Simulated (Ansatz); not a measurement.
Isolated molecules relaxed with PBE0-D4/def2-TZVP in Ansatz; ΔE leaves out vibrations. CCSD(T)/CBS adds triple-zeta CCSD(T) − MP2 to the extrapolated MP2 energy (def2 sets, frozen cores). This one scheme is used for every species. Functionals use def2-TZVPP. For Ga outer-core shells are correlated without core-valence functions, which leaves a few kJ/mol of doubt a bond. Scalar relativity is left out up to krypton. One conformer a species, not always the lowest.

Consider the redistribution: `[SiH3][O][GaH][SH]` + `BC` → `[CH3][GaH][SH]` + `BO[SiH3]`.

```csv
level,ΔE (kJ/mol),difference from CCSD(T)/CBS
PBE-D4,-51.3,-0.5
revPBE-D4,-49.1,1.7
BLYP-D4,-50.1,0.7
r2SCANh-D4,-46.9,3.9
ωB97X-V,-46.9,3.9
PBE-QIDH,-48.5,2.3
PBE,-53.7,-2.9
HF/def2-SVP,-46.4,4.4
CCSD/def2-SVP,-50.9,-0.1
CCSD/CBS(def2),-50.3,0.5
CCSD(T)/CBS,-50.8,0
```

Largest T1 diagnostic among the species: 0.014.

Leaving LDA and LC-ωPBE aside and taking each functional with its dispersion term where it has one, the values, not all of them listed here, spread over 9.6 kJ/mol, from PBE-D4 to B97M-V. In def2-TZVPP, CCSD(T) changes the Hartree–Fock value by −4.7 kJ/mol (the triples alone add −0.5 kJ/mol) and MP2 by −4.6 kJ/mol. The D4 term adds +3.8 kJ/mol with B3LYP and +2.2 kJ/mol with PBE0; it sums over pairs of atoms, weighted by their polarisabilities, and B3LYP, whose exchange is more repulsive, gets the larger term.

B3LYP here is the variant with VWN-RPA as its local correlation; programs differ in this.
